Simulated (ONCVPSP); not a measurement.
**Pr: one change to an ONCV potential, before and after**

```
Element                 : praseodymium
Generator               : ONCVPSP 4.0.1
Type                    : optimised norm-conserving Vanderbilt (ONCV)
Functional              : PW91
Relativity              : fully relativistic
Frozen core             : [Kr] 4d10 4f2
Valence charge          : 11
Reference configuration : 5s2 5p6 5d1 (charge +2)
Partial waves           : 5s: rc 1.75 bohr, ncon 4, nbas 9, qcut 3.3 1/bohr, 1 projector; 5p: rc 2.75 bohr, ncon 5, nbas 10, qcut 4.7 1/bohr, 3 projectors, debl 3.5 Ha; 5d: rc 2.85 bohr, ncon 3, nbas 8, qcut 4.3 1/bohr, 1 projector
Local potential         : polynomial inside 1.45 bohr (lpopt 2, dvloc0 4 Ha)
Core correction         : Teter function, fcfact 1.5, rcfact 1.5
```

Open shells are filled in proportion to 2j + 1.

In the p channel the program set the typed energies aside and used -1.323, 0.050, 3.550 Ha (j = l + 1/2; the other j can differ).

Change: core correction Teter function, fcfact 6.8, rcfact 1.5.

Cutoffs: the cutoffs (Ha) at which the residual kinetic energy of the hardest occupied pseudo-wave falls to 1 and 0.1 mHa per electron; they do not see the model core or the augmentation charge, which bear on the density cutoff. Errors are all-electron minus pseudo energies relative to the spin-unpolarised reference configuration.

What does the change do?

The potential gets neither clearly harder nor softer (72 Ha and 84 Ha → 72 Ha and 84 Ha); of the 4 tests that both files solve, the error grows in 1 and shrinks in 0 by more than 15 % and 0.3 meV (median size 156.5 → 162.5 meV); neither file shows a bound ghost. A model core, the more so a compact one, raises the density cutoff, which this test does not measure.

```tsv
quantity	base	changed
cutoff, loose	72 Ha	72 Ha
cutoff, tight	84 Ha	84 Ha
bound ghosts	none	none
GHOST(+) flags under 300 eV	none	none
error for 5s2 5p6 5d1 6s2, meV [ΔE -17.50 eV]	+433	+424
error for 5s2 5p6 5d1 6s1, meV [ΔE -11.29 eV]	+297	+294
error for 5s2 5p6 5d0, meV [ΔE 19.42 eV]	-16	-31
error for 5s2 5p6 5d1 6p2, meV [ΔE -12.33 eV]	+12	+11
s: phases at 1.77 bohr within 0.05 rad from the reference energy up to (Ha; the scan ends near 5)	-0.2	-0.2
p3/2: phases at 2.79 bohr within 0.05 rad from the reference energy up to (Ha; the scan ends near 5)	to the end of the scan	to the end of the scan
p1/2: phases at 2.79 bohr within 0.05 rad from the reference energy up to (Ha; the scan ends near 5)	to the end of the scan	to the end of the scan
d5/2: phases at 2.90 bohr within 0.05 rad from the reference energy up to (Ha; the scan ends near 5)	0.7	0.7
d3/2: phases at 2.90 bohr within 0.05 rad from the reference energy up to (Ha; the scan ends near 5)	0.8	0.8
rms error of d²Exc/dni dnj with the model core, mHa	5.33	2.21
```
